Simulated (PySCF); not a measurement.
Input of a response calculation (the driver script's job line, then coordinates in Å):

```
{"job": {"kind": "uv", "xc": "B3LYP", "basis": "def2-SVPD", "nstates": 8, "ntriplets": 3}, "charge": 0, "multiplicity": 1}
C     -2.334908     0.188382     0.356235
C     -0.939642    -0.389231     0.213771
C     -0.183864    -0.018189    -1.077509
C      1.006703     0.474807    -0.237256
C      2.200874    -0.455504    -0.296879
F      2.801505    -0.399482    -1.513368
F      3.148665    -0.091505     0.604595
C      0.165900     0.298706     1.038846
H     -2.724672    -0.003468     1.353430
H     -2.318910     1.263556     0.192071
H     -3.007231    -0.262167    -0.370596
H     -0.970537    -1.467448     0.380574
H      0.039018    -0.836924    -1.758354
H     -0.665280     0.780747    -1.635772
H      1.352296     1.488284    -0.446008
H      1.943231    -1.508170    -0.101424
H     -0.152224     1.245455     1.467825
H      0.630317    -0.301531     1.818163
```

Its output, with some lines taken out ([cut]) and without the SCF cycles:

```
converged SCF energy = -434.0329950576

[cut]

Singlet excitations
state   eV       nm        f      main configurations
  1   7.9606    155.7   0.00176   H->L 0.98
  2   8.0677    153.7   0.04250   H-1->L 0.98
  3   8.2365    150.5   0.00099   H->L+1 0.96
  4   8.3279    148.9   0.00707   H-2->L 0.94
[cut]
[cut]
  7   8.6209    143.8   0.00086   H->L+3 0.95
  8   8.6245    143.8   0.00920   H->L+2 0.54, H-2->L+1 0.42

Triplet excitations (Tamm-Dancoff, eV): 7.8282 7.9003 8.0704
```

Method: TDDFT B3LYP/def2-SVPD, vertical, gas phase, core orbitals frozen in the response (PySCF 2.14.0, density-fitted response routines). One conformer (not necessarily the lowest) at the GFN2-xTB geometry, without solvent, vibrations or thermal averaging.

Question: What stood in the cut lines?

Answer: 
```
Static polarisability (au): isotropic 71.365, principal 63.315 69.343 81.438
  5   8.3307    148.8   0.01306   H-1->L+1 0.97
  6   8.5970    144.2   0.03829   H-2->L+1 0.53, H->L+2 0.41
```

Question: How much of the mean polarisability do the listed states account for?

Answer: The sum over states Σ f/ΔE² (ΔE in hartree) gives 1.21 au, 2% of the total; the rest comes from higher roots of the same response equations.

Question: What transition dipole goes with state 2?

Answer: |μ|² = 3f / (2ΔE) = 3 × 0.0425 / (2 × 0.2965) = 0.215 au, so |μ| = 1.18 D.

Question: What share of the summed oscillator strength falls to the strongest level in this window?

Answer: State 2 at 154 nm: 0.0425 of 0.1137, or 37%.

Question: Write the structure that the coordinates describe.

Answer: `C[C@H]1C[C@H](C(F)F)C1` (C6H10F2), point group Cs.

H and L stand for HOMO and LUMO.
